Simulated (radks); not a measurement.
Charge is removed step by step from the 6p up level of neutral bismuth, starting from [Hg] 6p(up 3, down 0). Method: scalar-relativistic Kohn-Sham, PBE, spin-polarised, spherical densities, finite nucleus; Fermi nuclear charge, rms radius 5.5211 fm; computed with a radial shooting solver on a logarithmic mesh with Libxc functionals.

removed (e)	E - E(0) (eV)	eigenvalue (eV)	E minus straight line (eV)
0	0.000	-5.181	0.000
0.1	0.550	-5.825	-0.303
0.2	1.165	-6.479	-0.542
0.3	1.845	-7.144	-0.714
0.4	2.593	-7.818	-0.820
0.5	3.409	-8.501	-0.858
0.6	4.293	-9.193	-0.827
0.7	5.247	-9.893	-0.727
0.8	6.271	-10.600	-0.556
0.9	7.366	-11.316	-0.314
1	8.533	-12.038	0.000

Removing the whole electron costs 8.533 eV by Delta-SCF, against 5.181 eV from minus the eigenvalue at the starting occupation. Slater's transition state (half an electron removed) gives 8.501 eV. Integrating minus the eigenvalue over the occupation (Janak's theorem) gives 8.537 eV. In this scalar-relativistic scheme the density is built from large components alone, so the theorem holds only approximately. The mean slope of the eigenvalue, de/dn, is 6.86 eV per electron. Ionisation energy of Bi in the NIST Atomic Spectra Database: 7.286 eV (measured).

Beside tabulated values, note that scalar-relativistic runs lack spin-orbit coupling.
